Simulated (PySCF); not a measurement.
Bi(2+) (bismuth, charge +2) across methods

[Xe] 4f14 5d10 6s2 6p1, 2P determinant. All numbers are calculated (PySCF 2.14, scalar relativity by spin-free X2C-1e, in aug-cc-pwCVTZ-DK3).

```
method   E (hartree)  mean ε 6s α (eV)  mean ε 6s β (eV)  mean ε 6p α (eV)  Σ⟨r²⟩ (bohr²)   ⟨S²⟩
  PBE0     -21532.24           -32.235           -31.214           -20.746          49.59  0.752
   UHF  -21526.25770           -35.202           -33.045           -23.381          49.98  0.756
r2SCAN     -21532.46           -31.285           -30.375           -19.976          49.52  0.753
   PBE     -21532.57           -30.898           -30.221           -19.630          49.64  0.751
   LDA     -21519.52           -31.266           -30.688           -19.772          49.56  0.750
```

Spin-orbit coupling, absent here, splits the open shell strongly.
